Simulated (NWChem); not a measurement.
C2H6ClGe, doublet; SMILES [CH3][Ge]([CH3])[Cl]

In the optimisation the excess spin sits in a' (Cs, its own frame). Not confirmed as a minimum by frequencies.

Question: Give the equilibrium geometry at PBE-D3(BJ)/def2-SVP, spin-unrestricted (NWChem) as a list of bonds and angles, with the point group.

Answer: point group Cs; any orientation.
Bonds (Å): C1–Ge2 1.983, C1–H5 1.106, C1–H6 1.108, C1–H7 1.110, Ge2–C3 1.983, Ge2–Cl4 2.212, C3–H8 1.110, C3–H9 1.106, C3–H10 1.108. Angles (°): Ge2–C1–H5 110.5, Ge2–C1–H6 109.8, Ge2–C1–H7 108.2, H5–C1–H6 109.5, H5–C1–H7 109.2, H6–C1–H7 109.5, C1–Ge2–C3 110.8, C1–Ge2–Cl4 105.6, C3–Ge2–Cl4 105.6, Ge2–C3–H8 108.2, Ge2–C3–H9 110.5, Ge2–C3–H10 109.8, H8–C3–H9 109.2, H8–C3–H10 109.5, H9–C3–H10 109.5.
